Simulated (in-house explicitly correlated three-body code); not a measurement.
Computed with an exponentially correlated three-body code. Model: two electrons around a point charge, non-relativistic, variational in 260 exponentially correlated functions (energies converged to about 1e-7 hartree, or 1e-8 relative for large Z).

For two electrons in a singlet the Kohn-Sham orbital is the square root of half the density, so the exact Kohn-Sham potential and energy parts follow from the density alone, and exchange is minus half the Hartree energy. The Kohn-Sham level equals minus the binding energy of the second electron.

Command:
```bash
python run_hyl.py task.json out
```
Settings (lengths in bohr, energies in hartree):
```
Z                      3.1
interaction_strength   1
functions              260
states_tried           13
```

Cost of the run: 15 s on 1 thread of AMD EPYC 9R45 96-Core Processor (Zen 5) (shared host).

**Those bound S and P states to n = 4 that converged, binding against the one-electron ion.**

Given: nuclear charge 3.1.

Computed: one-electron threshold -4.805 hartree.

| term | energy (hartree) | binding (eV) | quantum defect |
| --- | --- | --- | --- |
| 1 1S | -7.82749584 | 82.246 | 0.14587 |
| 2 3S | ? | ? | ? |
| 2 1S | ? | ? | ? |
| 2 3P | -5.38612052 | 15.813 | 0.05208 |
| 2 1P | -5.34890763 | 14.8 | -0.013454 |
| 3 3S | -5.08155604 | 7.5255 | 0.17634 |
| 3 1S | -5.06211148 | 6.9964 | 0.071511 |
| 3 3P | -5.05885755 | 6.9078 | 0.052802 |
| 3 1P | -5.04779385 | 6.6068 | -0.013599 |
| 4 3S | -4.95565103 | 4.0994 | 0.17424 |
| 4 1S | -4.94784108 | 3.8869 | 0.071039 |
| 4 3P | -4.9465345 | 3.8513 | 0.052945 |
| 4 1P | -4.94188619 | 3.7249 | -0.013511 |

(1) What belongs in the row 2 3S?

(2) What belongs in the row 2 1S?

**Converged states only, values per electron or pair.**

| term | mean r (bohr) | mean r squared (bohr²) | mean inverse r (1/bohr) | mean r12 (bohr) | mean inverse r12 (1/bohr) | mean cosine | mean p1 dot p2 (bohr⁻²) | delta r1 (bohr⁻³) | delta r12 (bohr⁻³) |
| --- | --- | --- | --- | --- | --- | --- | --- | --- | --- |
| 1 1S | 0.55165 | 0.41363 | 2.7879 | 0.82966 | 1.63 | -0.042265 | 0.30208 | 7.6164 | 0.60348 |
| 2 3S | 1.4355 | 3.4765 | 1.8431 | 2.4589 | 0.48115 | -0.012353 | 0.018612 | 5.044 | - |
| 2 1S | ? | ? | ? | ? | ? | ? | ? | ? | ? |
| 2 3P | 1.3566 | 3.1574 | 1.8233 | 2.3192 | 0.53239 | -0.055646 | -0.33811 | 4.6729 | - |
| 2 1P | 1.4531 | 3.6702 | 1.809 | 2.4695 | 0.51791 | 0.011799 | 0.28087 | 4.752 | 0.011728 |
| 3 3S | 3.0986 | 18.688 | 1.6752 | 5.7422 | 0.22302 | -0.0036937 | 0.0051326 | 4.823 | - |
| 3 1S | 3.3076 | 21.507 | 1.6696 | 6.156 | 0.22701 | -0.0045248 | 0.0067133 | 4.8132 | 0.021708 |
| 3 3P | 3.1051 | 19.075 | 1.6698 | 5.7598 | 0.23492 | -0.01483 | -0.086545 | 4.7232 | - |
| 3 1P | 3.2472 | 20.959 | 1.6657 | 6.033 | 0.23178 | 0.0033144 | 0.082012 | 4.7439 | 0.0039748 |
| 4 3S | ? | ? | ? | ? | ? | ? | ? | ? | - |
| 4 1S | 5.7568 | 68.594 | 1.6169 | 11.044 | 0.12879 | -0.0019264 | 0.0028052 | 4.7711 | 0.0090523 |
| 4 3P | 5.5674 | 64.531 | 1.6169 | 10.668 | 0.13185 | -0.006004 | -0.034525 | 4.734 | - |
| 4 1P | 5.7564 | 69.133 | 1.6152 | 11.042 | 0.13068 | 0.0013618 | 0.034329 | 4.7423 | 0.0017498 |

(3) What belongs in the row 2 1S?

(4) What belongs in the row 4 3S?

**Exact Kohn-Sham parts of the ground state from its density.**

Computed: total energy -7.82749584 hartree; Hartree energy 3.4273 hartree; exchange energy -1.7136 hartree; kinetic part of the DFT correlation energy 0.040039 hartree; potential part of the DFT correlation energy -0.083651 hartree; exact minus restricted Hartree-Fock -0.043596 hartree; Kohn-Sham level -82.246 eV; restricted Hartree-Fock level -82.582 eV; dipole polarisability 0.16538 bohr³; C6 of two such species 0.06245 hartree·bohr⁶.

(5) What is the DFT correlation energy?

(6) What is the Kohn-Sham kinetic?

**Functionals on the exact density and self-consistent, errors are functional minus exact, hybrids only self-consistent, a dash where a self-consistent run leaves the top level unbound.**

```json
{"result": "LDA PW92", "exchange error (millihartree)": "239.8", "correlation error (millihartree)": "-92.77", "functional driven error (millihartree)": "147.03", "density driven error (millihartree)": "-2.0907", "self consistent total error (millihartree)": "144.94", "top level plus exact binding (eV)": "16.757"}
{"result": "BLYP", "exchange error (millihartree)": "6.5994", "correlation error (millihartree)": "-4.1598", "functional driven error (millihartree)": "2.4397", "density driven error (millihartree)": "-1.4838", "self consistent total error (millihartree)": "0.95583", "top level plus exact binding (eV)": "15.559"}
{"result": "revTPSS", "exchange error (millihartree)": "-3.6393", "correlation error (millihartree)": "-4.9502", "functional driven error (millihartree)": "-8.5895", "density driven error (millihartree)": "-0.18599", "self consistent total error (millihartree)": "-8.7754", "top level plus exact binding (eV)": "14.499"}
{"result": "TPSS", "exchange error (millihartree)": "-4.1852", "correlation error (millihartree)": "-2.2388", "functional driven error (millihartree)": "-6.424", "density driven error (millihartree)": "-0.29849", "self consistent total error (millihartree)": "-6.7225", "top level plus exact binding (eV)": "14.769"}
{"result": "OLYP", "exchange error (millihartree)": "?", "correlation error (millihartree)": "?", "functional driven error (millihartree)": "?", "density driven error (millihartree)": "?", "self consistent total error (millihartree)": "?", "top level plus exact binding (eV)": "?"}
{"result": "BP86", "exchange error (millihartree)": "?", "correlation error (millihartree)": "?", "functional driven error (millihartree)": "?", "density driven error (millihartree)": "?", "self consistent total error (millihartree)": "?", "top level plus exact binding (eV)": "?"}
{"result": "B3LYP VWN-RPA", "exchange error (millihartree)": "-", "correlation error (millihartree)": "-", "functional driven error (millihartree)": "-", "density driven error (millihartree)": "-", "self consistent total error (millihartree)": "-5.5469", "top level plus exact binding (eV)": "12.093"}
{"result": "r2SCAN", "exchange error (millihartree)": "-4.5721", "correlation error (millihartree)": "3.1286", "functional driven error (millihartree)": "-1.4435", "density driven error (millihartree)": "-0.29467", "self consistent total error (millihartree)": "-1.7382", "top level plus exact binding (eV)": "14.292"}
{"result": "PBE", "exchange error (millihartree)": "26.857", "correlation error (millihartree)": "-1.2789", "functional driven error (millihartree)": "25.578", "density driven error (millihartree)": "-1.1423", "self consistent total error (millihartree)": "24.436", "top level plus exact binding (eV)": "15.876"}
{"result": "SCAN", "exchange error (millihartree)": "-4.5721", "correlation error (millihartree)": "3.1286", "functional driven error (millihartree)": "-1.4435", "density driven error (millihartree)": "-0.29467", "self consistent total error (millihartree)": "-1.7382", "top level plus exact binding (eV)": "14.292"}
```

(7) What belongs in the row OLYP?

(8) What belongs in the row BP86?

Answers

(1) energy (hartree): -5.47309798; binding (eV): 18.18; quantum defect: 0.1833.

(2) energy (hartree): -5.3990521; binding (eV): 16.165; quantum defect: 0.073398.

(3) mean r (bohr): 1.5743; mean r squared (bohr²): 4.2923; mean inverse r (1/bohr): 1.8221; mean r12 (bohr): 2.7194; mean inverse r12 (1/bohr): 0.49897; mean cosine: -0.014505; mean p1 dot p2 (bohr⁻²): 0.022934; delta r1 (bohr⁻³): 4.9944; delta r12 (bohr⁻³): 0.074237.

(4) mean r (bohr): 5.4759; mean r squared (bohr²): 61.788; mean inverse r (1/bohr): 1.6191; mean r12 (bohr): 10.483; mean inverse r12 (1/bohr): 0.12736; mean cosine: -0.0015357; mean p1 dot p2 (bohr⁻²): 0.0020843; delta r1 (bohr⁻³): 4.7744.

(5) -0.043611 hartree.

(6) 7.7875 hartree.

(7) exchange error (millihartree): 4.2461; correlation error (millihartree): -4.1598; functional driven error (millihartree): 0.086357; density driven error (millihartree): -1.4513; self consistent total error (millihartree): -1.3649; top level plus exact binding (eV): 15.649.

(8) exchange error (millihartree): 6.5994; correlation error (millihartree): -1.9882; functional driven error (millihartree): 4.6113; density driven error (millihartree): -0.72871; self consistent total error (millihartree): 3.8825; top level plus exact binding (eV): 15.719.

The density-driven part is never positive, since each functional's own density lowers its energy. Here it is small beside the functional-driven part (median ratio 0.16), the normal case. The correlation energy of density-functional theory lies 0.015 millihartree below exact minus Hartree-Fock, because the Hartree-Fock density, unlike the exact one, minimises the Hartree-Fock energy.
